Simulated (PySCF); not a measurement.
**CaN: one state, many levels of theory**

State: ⁴Σ⁻ (quartet), unpaired electrons σ ↑, π ↑↑. Set-up: Ca 6-311G(d,p), N 6-311G(d,p); no relativity (PySCF 2.14). De refers to Ca + N in their high-spin ground configurations, without counterpoise correction. The functionals are run spin-unrestricted. A positive dipole means Ca(−)N(+). Levels whose curve was spin-contaminated or gave no clean fit are not listed.

```tsv
Level	Re (Å)	ωe (cm⁻¹)	De (eV)	μ (D)
UHF-CCSD(T)	2.346	379	0.292	n/a
LDA	2.215	462	1.83	-2.82
PBE	2.256	438	1.63	-2.75
r²SCAN	2.253	456	1.47	-2.95
B3LYP	2.270	434	1.31	-3.26
PBE0	2.254	452	1.29	-3.16
r²SCAN0	2.258	457	1.17	-3.32
```

The bond length runs from 2.215 Å (LDA) to 2.346 Å (UHF-CCSD(T)). De spans 0.29 eV (UHF-CCSD(T), coupled cluster) to 1.83 eV (LDA, local density).

Correlated steps freeze 6 core orbitals. Counting both spins, an empty level lies below a filled one in some of these solutions, because spin and occupation are held. The state was picked by a PBE0 search and need not be the measured ground state.
